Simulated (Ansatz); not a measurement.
B₂Br₄⁻, that is B2(Br)4 with one electron more. The state is a doublet with charge -1. Geometry PBE-D4/def2-SVP, that of the neutral singlet; atoms count from 1.

```xyz
6

B     0.162    0.768   -0.305
Br    0.466    1.002   -2.180
Br    0.224    2.268    0.884
B    -0.162   -0.768    0.305
Br   -1.972   -1.380    0.427
Br    1.283   -1.890    0.870
```

The highest occupied level of the charge -1 doublet lies above zero (up to 0.57 eV). By energy differences its removal costs 0.94 eV (vertical, to the charge 0 singlet, at PBE0-D4/def2-TZVPD); a positive level beside a positive removal energy at the same level points to self-interaction error.

Problem. Estimate the Mulliken populations from the PBE0/def2-TZVPD orbitals of Ansatz.

Solution. 
| atom | charge (e) | spin (α − β) |
| --- | --- | --- |
| B1 | 0.32 | 0.43 |
| Br2 | -0.41 | 0.04 |
| Br3 | -0.41 | 0.04 |
| B4 | 0.32 | 0.43 |
| Br5 | -0.41 | 0.04 |
| Br6 | -0.41 | 0.04 |
Mulliken values and Mayer orders depend strongly on the basis. With diffuse functions, as here, like atoms can get unlike values, and bond orders can come out too low or too high.

Problem. Where does the spin sit?

Solution. Summed by element: B 0.85, Br 0.15, of 1 unpaired in all. Largest on single atoms: B4 0.43, B1 0.43, Br6 0.04.

Problem. And the Mayer bond orders between bonded heavy atoms (over 0.3)?

Solution. B1–Br2 0.61 (1.91 Å); B1–Br3 0.61 (1.91 Å); B1–B4 1.55 (1.68 Å); B4–Br5 0.61 (1.91 Å); B4–Br6 0.61 (1.91 Å).
